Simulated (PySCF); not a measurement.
LiCa⁺: from constants to spectrum

RHF-CCSD(T) constants of LiCa⁺, ¹Σ⁺ (singlet), closed shell (Li def2-SVPD, Ca def2-SVPD; no relativity (PySCF 2.14); masses 7.0160 and 39.9626 u):

```
ωe              : 228.9 cm⁻¹
ωexe            : 1.19 cm⁻¹
Be              : 0.24457 cm⁻¹
αe              : 0.00201 cm⁻¹
D (centrifugal) : 1.12e-06 cm⁻¹
De to Li⁺ + Ca  : 1.14 eV
```

Problem. Give the vibrational terms G(v) and spacings up to v = 6.

Solution. G(v) = ωe(v+½) − ωexe(v+½)².

```
v  G(v) (cm⁻¹)  G(v) − G(v−1)  Bv (cm⁻¹)
0        114.2                    0.2436
1        340.7          226.5     0.2416
2        564.8          224.1     0.2395
3        786.6          221.8     0.2375
4       1006.0          219.4     0.2355
5       1223.0          217.0     0.2335
6       1437.6          214.6     0.2315
```

Problem. How well does the Morse estimate ωe²/(4ωexe) reproduce De, and what is D0?

Solution. It gives 1.36 eV, 120 % of the computed De. D0 = De − G(0) = 1.14 − 0.01 = 1.13 eV.

Correlated steps freeze 5 core orbitals. Correlated levels converge slowly with the basis: in double zeta they bind strong bonds too weakly, by up to about 1 eV, and carry superposition errors of some tenths. For an ion De counts to the pair picked by the measured ionisation energies or electron affinities, which need not be the lowest pair at this level.
